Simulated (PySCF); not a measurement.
C5H7N3.
Atom-mapped SMILES: `[CH2:1]=[CH:2][c:3]1[cH:4][n:5][n:6]([CH3:7])[n:8]1` (hydrogens: H9, H10 on C1; H11 on C2; H12 on C4; H13, H14, H15 on C7)

Structure used (GFN2-xTB), in Å, numbered top down from 1:
```
atom  x, y, z in Å
C1    -2.7561    0.7351   -0.3376
C2    -2.0796   -0.4033   -0.4219
C3    -0.6410   -0.4887   -0.3347
C4     0.1733   -1.6351   -0.4037
N5     1.4348   -1.2582   -0.2761
N6     1.3785    0.0461   -0.1374
C7     2.5469    0.8544    0.0300
N8     0.1750    0.5563   -0.1647
H9    -2.2426    1.6702   -0.1949
H10   -3.8298    0.7640   -0.4065
H11   -2.5842   -1.3499   -0.5647
H12   -0.0976   -2.6620   -0.5327
H13    3.1136    0.5120    0.8965
H14    3.1819    0.7851   -0.8544
H15    2.2225    1.8820    0.1752
```

Method used: TDDFT CAM-B3LYP/def2-SVPD, vertical, gas phase, core orbitals frozen in the response (PySCF 2.14.0, density-fitted response routines).

Ground-to-excited transition dipoles (e·a0, same axes as the geometry; the sign carries no meaning), for the states with f of 0.002 or more among the lowest 8:

```csv
state,E (eV),μx,μy,μz
S1,5.437,-1.637,0.265,-0.076
S3,6.371,-0.342,0.720,0.053
S5,7.034,0.017,0.018,-0.204
S6,7.154,-0.685,0.737,0.029
S7,7.236,0.034,0.023,-0.299
S8,7.505,0.028,0.053,-0.443
```

Q: What oscillator strength does each state have?

A: f = (2/3) ΔE |μ|² with ΔE in hartree (27.2114 eV).

```
state  |μ|² (au)  |μ| (D)      f
   S1      2.756     4.22  0.367
   S3      0.638     2.03  0.100
   S5      0.042     0.52  0.007
   S6      1.013     2.56  0.178
   S7      0.091     0.77  0.016
   S8      0.200     1.14  0.037
```

Q: Which bond between heavy atoms lies closest to the direction of the S1 transition dipole?

A: C2–C3, at 6° from it; next N6–N8 at 14°.

Q: What angle do the transition dipoles of S3 and S6 make?

A: |cos θ| = |μa·μb| / (|μa| |μb|) = 0.95, so θ ≈ 18° (taken between 0 and 90°, since the signs are arbitrary).

Q: How is the summed strength of these states shared among x, y and z?

A: (2/3) Σ ΔE μα² gives 0.458 for x, 0.186 for y and 0.060 for z, 0.704 in all.

Q: What peak molar absorption coefficient would the strongest computed level give as a lone Gaussian band 0.4 eV wide at half height?

A: ε(max) = 2.175×10⁸ f / FWHM, with the width in cm⁻¹. S1: 2.175×10⁸ × 0.3670 / 3226 ≈ 25000 L mol⁻¹ cm⁻¹.

One conformer stands for the species.
